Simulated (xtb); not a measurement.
GaP, triplet, geometry from GFN2-xTB (such geometries of metal compounds can be far from the true shape); GFN2-xTB (xtb 6.7.1).

Input for xtb:
```
$ xtb mol.xyz --gfn 2 --uhf 2 --etemp 5000 --json

# file mol.xyz
2

Ga    -0.00000000    -0.00000000    -0.74669457
P      0.00000000     0.00000000     1.54316877
```

Output, abridged:

```
   ID    Z sym.   atoms
    1   31 Ga     1
    2   15 P      2

           -------------------------------------------------
          |                Calculation Setup                |
           -------------------------------------------------

           -------------------------------------------------
          |                 G F N 2 - x T B                 |
           -------------------------------------------------

          ...................................................
          :                      SETUP                      :
          :.................................................:
          :  # basis functions                  20          :
          :  # atomic orbitals                  18          :
          :  # shells                            6          :
          :  # electrons                         8          :
          :  max. iterations                   250          :
          :  Hamiltonian                  GFN2-xTB          :
          :  restarted?                      false          :
          :  GBSA solvation                  false          :
          :  PC potential                    false          :
          :  electronic temp.         5000.0000000     K    :
          :  accuracy                    1.0000000          :
          :  -> integral cutoff          0.2500000E+02      :
          :  -> integral neglect         0.1000000E-07      :
          :  -> SCF convergence          0.1000000E-05 Eh   :
          :  -> wf. convergence          0.1000000E-03 e    :
          :  Broyden damping             0.4000000          :
          :  net charge                          0          :
          :  unpaired electrons                  2          :
          ...................................................

 iter      E             dE          RMSdq      gap      omega  full diag
   1     -3.6584212 -0.365842E+01  0.288E+01    3.96       0.0  T
   2     -3.6623633 -0.394217E-02  0.197E+01    3.62       1.0  T
   3     -3.6618177  0.545598E-03  0.256E+00    3.32       1.0  T
   4     -3.6626964 -0.878665E-03  0.594E-01    3.55       1.0  T
   5     -3.6627455 -0.491312E-04  0.295E-01    3.50       1.0  T
   6     -3.6627473 -0.177339E-05  0.235E-02    3.51       3.0  T
   7     -3.6627473 -0.215088E-07  0.107E-02    3.51       6.6  T
   8     -3.6627473 -0.443097E-08  0.133E-03    3.51      53.0  T
   9     -3.6627473  0.591185E-10  0.128E-03    3.51      55.1  T
[...]
         :: total energy              -3.657478050078 Eh    ::
[...]
        11                          0.0096383               0.2623
        12                          0.0096383               0.2623
        13                          0.0379103               1.0316
        14                          0.0379103               1.0316
        15                          0.0849276               2.3110
        16                          0.1797527               4.8913
       ...                                ...                  ...
        18                          1.1395066              31.0076
      -------------------------------------------------------------
                  HL-Gap            0.1291323 Eh            3.5139 eV
             Fermi-level           -0.2934925 Eh           -7.9863 eV

     #   Z          covCN         q      C6AA      α(0)
     1  31 Ga       0.918     0.252   320.648    45.782
     2  15 P        0.918    -0.252   200.790    26.335

 Mol. C6AA /au·bohr⁶  :       1007.129965
 Mol. C8AA /au·bohr⁸  :      85499.866648
 Mol. α(0) /au        :         72.117416

Wiberg/Mayer (AO) data.
largest (>0.10) Wiberg bond orders for each atom

 ---------------------------------------------------------------------------
     #   Z sym  total        # sym  WBO       # sym  WBO       # sym  WBO
 ---------------------------------------------------------------------------
     1  31 Ga   1.235 --     2 P    1.235
     2  15 P    1.235 --     1 Ga   1.235
 ---------------------------------------------------------------------------

Topologies differ in total number of bonds
Writing topology from bond orders to xtbtopo.mol

molecular dipole:
                 x           y           z       tot (Debye)
 q only:        0.000       0.000      -1.090
   full:        0.000       0.000      -1.783       4.532
molecular quadrupole (traceless):
                xx          xy          yy          xz          yz          zz
 q only:        0.820       0.000       0.820       0.000       0.000      -1.641
  q+dip:        0.697       0.000       0.697      -0.000       0.000      -1.393
   full:        2.555      -0.000       2.555      -0.000       0.000      -5.111

           -------------------------------------------------
          | TOTAL ENERGY               -3.657478050078 Eh   |
          | GRADIENT NORM               0.014531782715 Eh/α |
          | HOMO-LUMO GAP               3.513868775455 eV   |
           -------------------------------------------------

normal termination of xtb
```
